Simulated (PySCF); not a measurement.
# Electronic structure of Rb¹¹⁺ (rubidium, charge +11) at the r2SCAN level

Configuration: [Ar] 3d8, high-spin 3F determinant. All numbers are calculated (PySCF 2.14, scalar relativity by spin-free X2C-1e, in an uncontracted even-tempered set (20 s from 0.69 bohr⁻², ratio 2.5; 13 p from 0.9 bohr⁻², ratio 2.5; 9 d from 0.9 bohr⁻², ratio 2.5; 4 f from 5.5 bohr⁻², ratio 2.7; 4 g from 8.2 bohr⁻², ratio 2.7)).

| Item | Value |
| --- | --- |
| Total energy | -2935.04 hartree |
| One-electron energy | -3826.76 hartree |
| Hartree (Coulomb) energy | 985.66 hartree |
| Exchange-correlation energy | -93.94 hartree |
| ⟨S²⟩ | 2.0004 |
| ⟨L²⟩ | 12.004 |
| Sum of ⟨r⟩ | 9.226 bohr |
| Sum of ⟨r²⟩ | 4.797 bohr² |
| Time after the integrals | of the order of 5 core-seconds |

```json
{"shell": "1s β", "electrons": "1", "mean orbital energy (eV)": "-15308.9", "spread (eV)": "0", "rms radius, mean of both spins (bohr)": "0.0464"}
{"shell": "1s α", "electrons": "1", "mean orbital energy (eV)": "-15308.9", "spread (eV)": "0", "rms radius, mean of both spins (bohr)": "0.0464"}
{"shell": "2s α", "electrons": "1", "mean orbital energy (eV)": "-2277.3", "spread (eV)": "0", "rms radius, mean of both spins (bohr)": "0.193"}
{"shell": "2s β", "electrons": "1", "mean orbital energy (eV)": "-2273.5", "spread (eV)": "0", "rms radius, mean of both spins (bohr)": "0.193"}
{"shell": "2p α", "electrons": "3", "mean orbital energy (eV)": "-2046.0", "spread (eV)": "0", "rms radius, mean of both spins (bohr)": "0.171"}
{"shell": "2p β", "electrons": "3", "mean orbital energy (eV)": "-2043.2", "spread (eV)": "0", "rms radius, mean of both spins (bohr)": "0.171"}
{"shell": "3s α", "electrons": "1", "mean orbital energy (eV)": "-541.91", "spread (eV)": "0", "rms radius, mean of both spins (bohr)": "0.531"}
{"shell": "3s β", "electrons": "1", "mean orbital energy (eV)": "-535.76", "spread (eV)": "0", "rms radius, mean of both spins (bohr)": "0.531"}
{"shell": "3p α", "electrons": "3", "mean orbital energy (eV)": "-466.20", "spread (eV)": "0", "rms radius, mean of both spins (bohr)": "0.539"}
{"shell": "3p β", "electrons": "3", "mean orbital energy (eV)": "-460.21", "spread (eV)": "0", "rms radius, mean of both spins (bohr)": "0.539"}
{"shell": "3d α", "electrons": "5", "mean orbital energy (eV)": "-342.89", "spread (eV)": "3.064", "rms radius, mean of both spins (bohr)": "0.529"}
{"shell": "3d β", "electrons": "3", "mean orbital energy (eV)": "-339.50", "spread (eV)": "0", "rms radius, mean of both spins (bohr)": "0.529"}
```

Densities and radii are taken from the X2C orbitals without a picture-change correction, which distorts them close to the nucleus.
